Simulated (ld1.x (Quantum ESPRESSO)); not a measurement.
How hard is this Cu TM potential?

copper, norm-conserving Troullier–Martins (Kleinman–Bylander form), made with ld1.x (Quantum ESPRESSO) 7.5 (PBE, scalar-relativistic). Core [Ne], reference 3s2 3p6 3d10 4s0.75 4p0 (charge +0.25). Waves: 3p (bound): rc 0.75 bohr; 3d (bound): rc 1.40 bohr; 3s (bound): rc 0.65 bohr. Local part: the s channel. Core correction: Bessel-smoothed model core inside 0.60 bohr.

Occupied shells without a wave of their own: 4s. They enter only through the test configuration that unscreens the potential, and ld1.x also counts them in the model core charge.

The pseudo-atom Hamiltonian at the reference potential is diagonalised in spherical Bessel functions j_l(qr) that vanish at 20 bohr, with q² up to the cutoff. All-electron valence levels (Ry): 3p -5.4484, 4p -0.1464, 3d -0.5163, 3s -8.5760, 4s -0.4638.

Problem. How do the lowest levels (Ry) of each channel move with the cutoff, and are there ghosts?

Solution.

```csv
cutoff (Ry),p #1,p #2,d #1,s #1,s #2,f #1,Σ f·Δε (mRy)
8,-1.3100,-0.0580,0.0176,-6.3734,-0.3227,0.0754,34682.5
25,-4.1092,-0.1165,0.0169,-7.1787,-0.3897,0.0754,16219.3
50,-5.3078,-0.1426,0.0113,-7.8557,-0.4211,0.0754,7594.5
100,-5.4291,-0.1461,-0.4861,-8.5064,-0.4618,0.0754,560.9
180,-5.4471,-0.1465,-0.5160,-8.5424,-0.4647,0.0754,79.8
400,-5.4486,-0.1466,-0.5163,-8.5753,-0.4666,0.0754,0.0
```

Result: no extra level below or beside the all-electron valence levels (p, d, s, f tested); 10 mRy is reached at 300 Ry and 1 mRy at over 300 Ry.

ld1.x takes every shell without a wave as core, so the model core holds the 4s electrons as well and exchange and correlation see them twice. This cancels in the reference configuration, but the file is broken for other ones, and its errors say nothing about a proper core correction. Its largest configuration-test error is -352 meV.
